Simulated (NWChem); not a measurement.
H3Sn (+1) in NWChem

SMILES: [SnH3+]
```xyz
4

Sn     0.0000     0.0000     0.0000
H      0.0000     0.0000     1.7119
H      1.4826     0.0000    -0.8559
H     -1.4826     0.0000    -0.8559
```
Charge +1, spin multiplicity 1.

Program: NWChem. Structure: optimised with PBE/def2-SVP with def2 effective core potentials on Sn, a minimum by its harmonic frequencies.

Symmetry labels belong to the abelian group C2v used in the runs, with the axes of the coordinates shown; states degenerate in a higher group split over its labels.

Effective core potentials replace the inner electrons of Sn; spin-orbit coupling is left out. B3LYP has NWChem's definition, with VWN1-RPA local correlation. The spin multiplicity of the parent species was assumed, not shown to be that of its ground state. The structure started from a generated list of species.

Q: List the lowest 4 singlet excitations that TD-B3LYP/def2-SVPD with def2 effective core potentials on Sn, VWN1-RPA local correlation gives, with oscillator strengths.

A: 
```json
[
 {"state": "1", "symmetry": "b2", "energy (eV)": "4.88", "wavelength (nm)": "254", "f": "0.000"},
 {"state": "2", "symmetry": "a2", "energy (eV)": "4.88", "wavelength (nm)": "254", "f": "0.000"},
 {"state": "3", "symmetry": "a1", "energy (eV)": "8.42", "wavelength (nm)": "147", "f": "0.162"},
 {"state": "4", "symmetry": "b1", "energy (eV)": "8.43", "wavelength (nm)": "147", "f": "0.162"}
]
```
